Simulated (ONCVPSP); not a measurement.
**Zn: what ONCVPSP 4.0.1 does with a changed input**

Command:

```bash
oncvpspnr.x < Zn.dat > Zn.out
```

Input:

```
# ATOM AND REFERENCE CONFIGURATION
# atsym  z   nc   nv     iexc    psfile
  Zn 30.00    4    2  -001012      upf
#
#   n    l    f
    1    0    2.00
    2    0    2.00
    2    1    6.00
    3    0    2.00
    3    1    6.00
    3    2   10.00
#
# PSEUDOPOTENTIAL AND OPTIMIZATION
# lmax
    2
#
#   l,   rc,      ep,       ncon, nbas, qcut
    0    0.65    0.00    4    8    9.60
    1    0.90    0.00    3    7   15.50
    2    1.45    0.00    4    8   10.80
#
# LOCAL POTENTIAL
# lloc, lpopt,  rc(5),   dvloc0
    4    5    0.60    2.00
#
# VANDERBILT-KLEINMAN-BYLANDER PROJECTORs
# l, nproj, debl
    0    2    0.50
    1    2    1.80
    2    1    3.70
#
# MODEL CORE CHARGE
# icmod, fcfact, rcfact
    1    0.40    0.00
#
# LOG DERIVATIVE ANALYSIS
# epsh1, epsh2, depsh
   -7.00    5.00    0.04
#
# OUTPUT GRID
# rlmax, drl
    6.00    0.01
#
# TEST CONFIGURATIONS
# ncnf
    4
# nvcnf
#   n    l    f
    4
    3    0    2.00
    3    1    6.00
    3    2   10.00
    4    0    2.00
#
    4
    3    0    2.00
    3    1    6.00
    3    2   10.00
    4    0    1.00
#
    3
    3    0    2.00
    3    1    6.00
    3    2    9.00
#
    5
    3    0    2.00
    3    1    6.00
    3    2   10.00
    4    0    1.00
    4    1    1.00
#
```

This is an input that runs to its end, with one change: 1 shell moved into the core by nc and nv alone.

Q: How does the run end?

A: The program refuses the input: "test_data: negative ion, test configuration 1". (oncvpspnr.x prints a scalar-relativistic banner.)

```
ONCVPSP  (Optimized Norm-Conservinng Vanderbilt PSeudopotential)
scalar-relativistic version 4.0.1

test_data: negative ion, test configuration   1
test_data: negative ion, test configuration   2
test_data: negative ion, test configuration   4
ERROR: test_data found   3 ERROR; stopping
```
